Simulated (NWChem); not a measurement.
System: AlGeH5O; SMILES [GeH3][AlH][OH]

Excerpt of the output:

```
             Northwest Computational Chemistry Package (NWChem) 7.3.0
             --------------------------------------------------------

 C1  symmetry detected

                             Geometry "geometry" -> ""
                             -------------------------

 Output coordinates in angstroms (scale by  1.889725989 to convert to a.u.)

  No.       Tag          Charge          X              Y              Z
 ---- ---------------- ---------- -------------- -------------- --------------
    1 Al                  13.0000    -0.56501420     1.26454869    -0.00124538
    2 Ge                  32.0000     0.07582691    -1.11551308    -0.00045039
    3 H                    1.0000    -0.71125098    -1.91733370    -1.06080200
    4 H                    1.0000     1.57612570    -1.33377400    -0.27777932
    5 H                    1.0000    -0.23793338    -1.78028672     1.35901364
    6 H                    1.0000    -2.06325641     1.80485286     0.00564831
    7 O                    8.0000     0.71675733     2.39215292    -0.00017474
    8 H                    1.0000     0.62097998     3.34660369     0.00591986

 Effective nuclear repulsion energy (a.u.)     224.5567967949

                                 NWChem DFT Module
                                 -----------------

 Summary of "ao basis" -> "ao basis" (spherical)
 ------------------------------------------------------------------------------
       Tag                 Description            Shells   Functions and Types
 ---------------- ------------------------------  ------  ---------------------
 Al                         def2-svp                 8       18   4s3p1d
 Ge                         def2-svp                12       32   5s4p3d
 H                          def2-svp                 3        5   2s1p
 O                          def2-svp                 6       14   3s2p1d

            General Information
            -------------------
          SCF calculation type: DFT
          Wavefunction type:  closed shell.
          No. of atoms     :     8
          No. of electrons :    58
           Alpha electrons :    29
            Beta electrons :    29
          Charge           :     0
          Spin multiplicity:     1
          Use of symmetry is: off; symmetry adaption is: off
          Maximum number of iterations: 150
          AO basis - number of functions:    89
                     number of shells:    41
          Convergence on energy requested:  1.00D-06
          Convergence on density requested:  1.00D-05
          Convergence on gradient requested:  5.00D-04

              XC Information
              --------------
                         SCAN Method XC Functional
                  SCAN metaGGA Exchange Functional  1.000
                        SCAN Correlation Potential  1.000

             Grid Information
             ----------------
          Grid used for XC integration:  medium
          Radial quadrature: Mura-Knowles
          Angular quadrature: Lebedev.
          Tag              B.-S. Rad. Rad. Pts. Rad. Cut. Ang. Pts.
          ---              ---------- --------- --------- ---------
          Al                  1.25       88          10.0       590
          Ge                  1.25      112          11.0       590
          H                   0.35       45          13.0       434
          O                   0.60       49          12.0       434
          Grid pruning is: on
          Number of quadrature shells:   474
          Spatial weights used:  Erf1

      Superposition of Atomic Density Guess
      -------------------------------------

 Sum of atomic energies:       -2394.02245649

      Non-variational initial energy
      ------------------------------

 Total energy =   -2394.705718
 1-e energy   =   -3783.930283
 2-e energy   =    1164.667768
 HOMO         =      -0.288401
 LUMO         =      -0.005896

     ---------------------------------------------
      Total Density - Mulliken Population Analysis
     ---------------------------------------------

    Atom       Charge   Shell Charges
 -----------   ------   -------------------------------------------------------
    1 Al  13    12.04   2.00  1.99  0.91  0.19  5.93  0.56  0.32  0.13
    2 Ge  32    31.99   2.00  2.00  2.00  1.09  0.30  6.00  5.98  1.28  1.31  8.12  1.81  0.11
    3 H    1     1.06   0.67  0.38  0.01
    4 H    1     1.07   0.68  0.38  0.01
    5 H    1     1.06   0.67  0.38  0.01
    6 H    1     1.22   0.70  0.51  0.01
    7 O    8     8.90   1.99  1.11  0.64  3.16  2.00  0.00
    8 H    1     0.65   0.52  0.07  0.06

   convergence    iter        energy       DeltaE   RMS-Dens  Diis-err
 ---------------- ----- ----------------- --------- --------- ---------
 d= 0,ls=0.0,diis     1  -2397.3827929543 -2.62D+03  2.31D-02  6.77D-01
 d= 0,ls=0.0,diis     2  -2397.0131995246  3.70D-01  1.75D-02  3.91D+00
 d= 0,ls=0.0,diis     3  -2397.4612783916 -4.48D-01  1.96D-03  3.70D-02
 d= 0,ls=0.0,diis     4  -2397.4651524991 -3.87D-03  5.36D-04  2.43D-03
 d= 0,ls=0.0,diis     5  -2397.4654043099 -2.52D-04  1.00D-04  5.72D-05
  Resetting Diis
 d= 0,ls=0.0,diis     6  -2397.4654121089 -7.80D-06  3.03D-05  4.95D-06
 d= 0,ls=0.0,diis     7  -2397.4654128166 -7.08D-07  1.70D-05  8.32D-07
 d= 0,ls=0.0,diis     8  -2397.4654127559  6.07D-08  9.11D-06  1.71D-06

         Total DFT energy =    -2397.465412755864
      One electron energy =    -3786.673329200902
           Coulomb energy =     1272.986749063567
    Exchange-Corr. energy =     -108.335629413395
 Nuclear repulsion energy =      224.556796794865

 Numeric. integr. density =       57.999966007906

                       DFT Final Molecular Orbital Analysis
                       ------------------------------------

 Vector   27  Occ=2.000000D+00  E=-2.922275D-01
              MO Center=  2.3D-01,  1.7D+00,  5.5D-03, r^2= 3.1D+00
   Bfn.  Coefficient  Atom+Function         Bfn.  Coefficient  Atom+Function
  ----- ------------  ---------------      ----- ------------  ---------------
    74      0.512119  7 O  px                77      0.362686  7 O  px
    12     -0.178890  1 Al py                67      0.168549  6 H  s
    31      0.147554  2 Ge py                66      0.148196  6 H  s
     9     -0.145795  1 Al py                 4      0.117805  1 Al s
    23     -0.114872  2 Ge s                  3      0.102992  1 Al s

 Vector   28  Occ=2.000000D+00  E=-2.914735D-01
              MO Center=  5.9D-01,  2.2D+00,  5.6D-03, r^2= 1.6D+00
   Bfn.  Coefficient  Atom+Function         Bfn.  Coefficient  Atom+Function
  ----- ------------  ---------------      ----- ------------  ---------------
    76      0.582152  7 O  pz                79      0.443703  7 O  pz
    13      0.132166  1 Al pz                10      0.100302  1 Al pz
    61     -0.076512  5 H  s                 35     -0.067961  2 Ge pz
    32     -0.063623  2 Ge pz                 7     -0.063203  1 Al pz
    51      0.062575  3 H  s                 17     -0.043935  1 Al d  1

 Vector   29  Occ=2.000000D+00  E=-2.469193D-01
              MO Center= -5.0D-01,  2.5D-01, -1.5D-04, r^2= 4.2D+00
   Bfn.  Coefficient  Atom+Function         Bfn.  Coefficient  Atom+Function
  ----- ------------  ---------------      ----- ------------  ---------------
    31      0.309130  2 Ge py                34      0.275871  2 Ge py
    66     -0.260917  6 H  s                 67     -0.243627  6 H  s
     9     -0.188639  1 Al py                23      0.187463  2 Ge s
    28     -0.176176  2 Ge py                 3      0.167013  1 Al s
     8      0.139916  1 Al px                74     -0.131818  7 O  px

 Vector   30  Occ=0.000000D+00  E=-6.555484D-02
              MO Center= -4.8D-01,  8.5D-01, -1.1D-02, r^2= 4.2D+00
   Bfn.  Coefficient  Atom+Function         Bfn.  Coefficient  Atom+Function
  ----- ------------  ---------------      ----- ------------  ---------------
    13      0.634338  1 Al pz                10      0.349382  1 Al pz
    62     -0.295584  5 H  s                 35      0.258108  2 Ge pz
    52      0.225300  3 H  s                 76     -0.205843  7 O  pz
    79     -0.205923  7 O  pz                 7     -0.179494  1 Al pz
    61     -0.129921  5 H  s                 51      0.100948  3 H  s

 Vector   31  Occ=0.000000D+00  E=-1.035525D-02
              MO Center= -1.3D-01,  7.3D-01,  2.5D-02, r^2= 5.8D+00
   Bfn.  Coefficient  Atom+Function         Bfn.  Coefficient  Atom+Function
  ----- ------------  ---------------      ----- ------------  ---------------
     4      0.671845  1 Al s                 33      0.590159  2 Ge px
    73     -0.452393  7 O  s                 57     -0.438673  4 H  s
    52      0.435254  3 H  s                 12      0.328383  1 Al py
    11      0.296009  1 Al px                62      0.277718  5 H  s
    22     -0.271751  2 Ge s                 67     -0.205344  6 H  s

 Vector   32  Occ=0.000000D+00  E= 9.710677D-04
              MO Center= -5.0D-01,  9.6D-02,  2.3D-02, r^2= 5.3D+00
   Bfn.  Coefficient  Atom+Function         Bfn.  Coefficient  Atom+Function
  ----- ------------  ---------------      ----- ------------  ---------------
     4      1.227828  1 Al s                 23     -1.018361  2 Ge s
    57      0.651277  4 H  s                 67     -0.644913  6 H  s
    12     -0.624221  1 Al py                22     -0.581714  2 Ge s
    34     -0.559025  2 Ge py                 3      0.315966  1 Al s
    21      0.270731  2 Ge s                 33     -0.248464  2 Ge px

     ---------------------------------------------
      Total Density - Mulliken Population Analysis
     ---------------------------------------------

[...]
```

Level: SCAN/def2-SVP. Coordinates come from a PBE0/def2-SVP optimisation.

Task: Write an input that gives this output.

Result: Several could match; the one computed here: the input that was run:
```
start job
memory heap 200 mb stack 900 mb global 1100 mb
geometry units angstroms noautoz
  Al    -0.419725     1.211152    -0.003460
  Ge     0.148859    -1.187192    -0.008964
  H     -0.661538    -1.961925    -1.071884
  H      1.642020    -1.449954    -0.286222
  H     -0.185582    -1.845914     1.348514
  H     -1.900949     1.796491     0.004256
  O      0.895554     2.299476     0.001307
  H      0.828676     3.256366     0.010000
end
basis spherical
  * library def2-svp
end
dft
  xc scan
  iterations 150
  mulliken
end
task dft energy
```
